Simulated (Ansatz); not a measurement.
Consider the ligand exchange at a B–O bond: `COB(O)Br` + HBr → `COB(Br)Br` + H₂O.

Calculated with Ansatz (gas phase, PBE0-D4/def2-TZVP geometries, no zero-point term in ΔE). CCSD(T)/CBS is the MP2 limit (def2-TZVPP, def2-QZVPP) plus CCSD(T) − MP2 in def2-TZVPP, frozen cores. This one scheme is used for every species. DFT in def2-TZVPP. For Br outer-core shells are correlated without core-valence functions, which leaves a few kJ/mol of doubt a bond. Scalar relativity is left out up to krypton. Each species was taken in one conformer, which may not be the lowest.

`COB(O)Br`:

Cartesian coordinates in Å:
```
C -0.753 1.034 0.721
O -0.364 0.442 -0.501
B 0.442 -0.620 -0.613
O 0.738 -1.091 -1.843
Br 1.199 -1.502 0.964
H 0.116 1.393 1.276
H -1.300 0.323 1.344
H -1.400 1.875 0.479
H 1.321 -1.853 -1.827
```

HBr:

Z-matrix (Å, degrees):
```
Br
H 1 1.420
```

`COB(Br)Br`:

```xyz
8

C    -0.513    0.548   -0.913
O     0.067   -0.608   -0.332
B     0.562   -0.726    0.893
Br    1.283   -2.424    1.406
Br    0.590    0.716    2.172
H     0.034    0.774   -1.829
H    -1.550    0.319   -1.161
H    -0.473    1.400   -0.235
```

H₂O:

Cartesian coordinates in Å:
```
O -0.197 0.327 0.073
H -0.466 -0.404 -0.487
H 0.664 0.077 0.414
```

| level | ΔE (kcal/mol) |
| --- | --- |
| PBE0-D4 | 12.9 |
| HF/CBS(def2) | 18.1 |

Question: What does CCSD(T)/CBS give? (Best estimate.)

Answer: The calculation gave: +12.0 kcal/mol. The listed levels differ from it by 0.9, 6.1 kcal/mol.

Largest T1 diagnostic among the species: 0.011.

At CCSD(T), def2-SVP lies +6.4 kcal/mol from the extrapolated value and def2-TZVPP +1.5 kcal/mol. Leaving LDA and LC-ωPBE aside and taking each functional with its dispersion term where it has one, the values, not all of them listed here, spread over 4.1 kcal/mol, from revPBE-D4 to CAM-B3LYP-D4. LDA lies +1.7 kcal/mol from PBE without D4. The D4 term adds −1.1 kcal/mol with B3LYP and −0.6 kcal/mol with PBE0; it sums over pairs of atoms, weighted by their polarisabilities, and B3LYP, whose exchange is more repulsive, gets the larger term.

B3LYP here is the variant with VWN-RPA as its local correlation; programs differ in this.
